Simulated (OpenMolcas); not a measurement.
## Multiplet structure of P

```
Program             : OpenMolcas 26.06
Method              : RASSCF
Basis               : ANO-RCC-VQZP [6s5p3d2f1g]
Scalar Hamiltonian  : DKH2, point nucleus
Active space        : 5 electrons in 9 orbitals (RAS2 3s 3p; RAS3 3d, at most 2 electrons)
State averaging     : 2S+1 = 4 odd, 1 root; 2S+1 = 2 odd, 8 roots; 2S+1 = 2 even, 8 roots
Spin-orbit coupling : state interaction with AMFI integrals over the reference wave functions, term energies averaged over their components
```

Spin-free terms above the lowest, with the occupations of the reference:

| Configuration | Term | E (eV) | Occupations |
| --- | --- | --- | --- |
| 3s² 3p³ | ⁴S° | 0.0000 | 3s 1.95 3p 2.98 3d 0.07 |
| 3s² 3p³ | ²D° | 1.8079 | 3s 1.95 3p 2.97 3d 0.08 |
| 3s² 3p³ | ²P° | 2.8113 | 3s 1.92 3p 3.00 3d 0.08 |

With spin-orbit coupling, above the lowest level:

```
Configuration  Term    J  E (eV)  Measured (eV)      g  Term weight %
      3s² 3p³   ⁴S°  3/2  0.0000         0.0000  2.002            100
      3s² 3p³   ²D°  3/2  1.8072         1.4086  0.800            100
      3s² 3p³   ²D°  5/2  1.8082         1.4105  1.200            100
      3s² 3p³   ²P°  1/2  2.8121         2.3213  0.666            100
      3s² 3p³   ²P°  3/2  2.8125         2.3245  1.334            100
```

Against the 4 measured excited levels shown (NIST Handbook of Basic Atomic Spectroscopic Data) the mean absolute deviation is 3600 cm-1; the largest miss in energy is 3s² 3p³ ²P°_1/2: computed 2.8121, measured 2.3213 eV (+21.1 %), and the largest in proportion 3s² 3p³ ²D°_3/2 (+28.3 %).

Spin-orbit coupling puts the lowest level 0.0003 eV below the lowest spin-free term.

Without dynamic correlation excited terms often stand tens of per cent too high (terms of higher spin than the ground term too low), and those without a measured partner can miss by more than the paired ones. The run also gave levels led by 3s² 3p² 3d, which use shells meant for correlation; these and all levels above them are left out. Measured partners are found by configuration, term and J. A level has none where our copy of the source lacks it or the pairing is in doubt (some pairs that miss far off the trend of their configuration count as doubtful), and it then counts in no deviation. Only configurations of the active space appear. The first state left out of the spin-orbit step lies near 92000 cm-1 above the lowest spin-free state of the reference (among the parities and spins computed), and the list stops at four fifths of that energy or lower.

The term weight is that of the spin-free term in the level, not the purity of its configuration. ° marks odd parity.
